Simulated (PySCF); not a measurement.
# Bonding in `CC[C@@H]([SiH3])[C@@H]([SiH3])[SiH2]C`

Species: C5H18Si3.
SMILES with atom numbers: `[CH3:1][CH2:2][C@@H:3]([SiH3:4])[C@@H:5]([SiH3:6])[SiH2:7][CH3:8]` (hydrogens: H9, H10, H11 on C1; H12, H13 on C2; H14 on C3; H15, H16, H17 on Si4; H18 on C5; H19, H20, H21 on Si6; H22, H23 on Si7; H24, H25, H26 on C8)

Geometry (GFN2-xTB, Å), atoms numbered from 1 in this order:
```xyz
26
C5H18Si3 angstrom
C      2.5163    1.1663    0.0973
C      1.1849    0.6590    0.6365
C      0.4970   -0.3273   -0.3064
Si     1.5457   -1.8993   -0.6014
C     -0.9358   -0.6468    0.1607
Si    -1.0732   -1.3461    1.9264
Si    -2.1544    0.8074   -0.0874
C     -1.9550    1.5529   -1.8231
H      3.2297    0.3512   -0.0023
H      2.3841    1.6244   -0.8814
H      2.9408    1.9109    0.7679
H      1.3473    0.1817    1.6064
H      0.5238    1.5149    0.8042
H      0.4164    0.1712   -1.2824
H      2.5533   -1.6374   -1.6355
H      0.6793   -2.9798   -1.0797
H      2.2241   -2.3156    0.6269
H     -1.3134   -1.4416   -0.4956
H     -2.4103   -1.9241    2.0842
H     -0.8997   -0.2998    2.9366
H     -0.0771   -2.3981    2.1505
H     -1.9667    1.8736    0.9070
H     -3.5229    0.2915    0.0555
H     -1.0221    2.1000   -1.9231
H     -2.7608    2.2480   -2.0363
H     -1.9725    0.7856   -2.5921
```

Bond orders from the PBE0/pcSseg-1 density (PySCF). Isolated species at its GFN2-xTB geometry (one conformer only).

(1) Where do the orders between heavy atoms depart from those drawn in the SMILES?

(2) Give the Mayer order of every bond between heavy atoms, beside its length.

Answers

(1) The largest departure is 0.128, at C5–Si7 (drawn single, 0.872). Drawn single, order below 0.88: C3–Si4 (0.878) and C5–Si7 (0.872).

(2) 
```tsv
bond	drawn as	length (Å)	Mayer order
C1–C2	single	1.523	1.073
C2–C3	single	1.528	1.000
C3–Si4	single	1.913	0.878
C3–C5	single	1.540	1.001
C5–Si6	single	1.904	0.894
C5–Si7	single	1.913	0.872
Si7–C8	single	1.900	0.955
```

Bonds between the same two heavy elements. C–C: lowest C2–C3 and C3–C5 (1.000, 1.528 Å), highest C1–C2 (1.073, 1.523 Å). C–Si: lowest C5–Si7 (0.872, 1.913 Å), highest Si7–C8 (0.955, 1.900 Å). Bonds named together lie within 0.004.

And the bonds to hydrogen?

C–H: 0.92 to 0.97 (10 bonds); H–Si: 0.94 to 0.95 (8 bonds).

Sum the orders of all bonds at each heavy atom with more than one neighbour and set the sums beside the valence in the SMILES.

C1 3.959 (drawn 4), C2 3.943 (drawn 4), C3 3.803 (drawn 4), Si4 3.724 (drawn 4), C5 3.688 (drawn 4), Si6 3.730 (drawn 4), Si7 3.735 (drawn 4), C8 3.826 (drawn 4). Orders between atoms that aren't bonded are not in these sums.

For a closed shell the Mayer order of atoms A and B is Σ (PS)μν (PS)νμ over the basis functions μ on A and ν on B, with P the density and S the overlap matrix.
